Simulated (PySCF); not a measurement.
## Co⁺: ionisation energy

Co⁺ [Ar] 3d8 (3F) → Co²⁺ [Ar] 3d7 (4F), as a difference of total energies. Computed with PySCF 2.14 in 6-31G*, with the non-relativistic Hamiltonian (point nucleus). Correlated levels: valence: [Ar] frozen. The calculations carry no spin-orbit coupling.

```tsv
method	ionisation energy (eV)
UHF	12.681
BP86	15.596
M06-2X	14.868
MP2 (valence)	14.345
SCS-MP2 (valence)	14.247
```

How much does correlation contribute at MP2 (valence)?

14.345 − (12.681) = 1.664 eV, measured against UHF.

These non-relativistic numbers lack the scalar-relativistic shift.

The reference lies between the lowest fine-structure levels, while these numbers refer to the centres of the terms.

Errors of the correlated levels include the incompleteness of this basis and the frozen core.

For comparison: 17.084 eV (measured; NIST Atomic Spectra Database, ionization energies).
